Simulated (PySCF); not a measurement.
How methods differ on the interval between two levels of Bi⁺

Bi⁺ [Xe] 4f14 5d10 6s2 6p2 [3P2, M_J = 2] → Bi⁺ [Xe] 4f14 5d10 6s2 6p1 7s1 [3P2, M_J = 2], as a difference of total energies. Computed with PySCF 2.14 in x2c-SVPall-2c with one added diffuse shell each of s, p type (8s12p7d2f, 93 functions), with the two-component X2C-1e Hamiltonian. Correlated levels: [Kr] 4d10 4f14 frozen; the 22 highest virtual spinors dropped. "Screened" scales the spin-orbit matrix elements by Boettger's factors to mimic the two-electron term; Breit and QED terms are absent.

| method | interval between two levels (cm⁻¹) |
| --- | --- |
| GHF (spin-free) | 60480 |
| GMP2 (spin-free) | 59599 |
| GHF (screened spin-orbit) | 70054 |
| GMP2 (screened spin-orbit) | 68073 |

The labels give the starting determinants; with spin-orbit coupling the two ends relaxed to ⟨J²⟩ = 6.01, ⟨L²⟩ = 3.94, ⟨S²⟩ = 1.37 and ⟨J²⟩ = 6.01, ⟨L²⟩ = 2.20, ⟨S²⟩ = 2.20.

The promoted electron is Rydberg-like, and one or two diffuse shells describe it only roughly, which tends to raise the upper state.
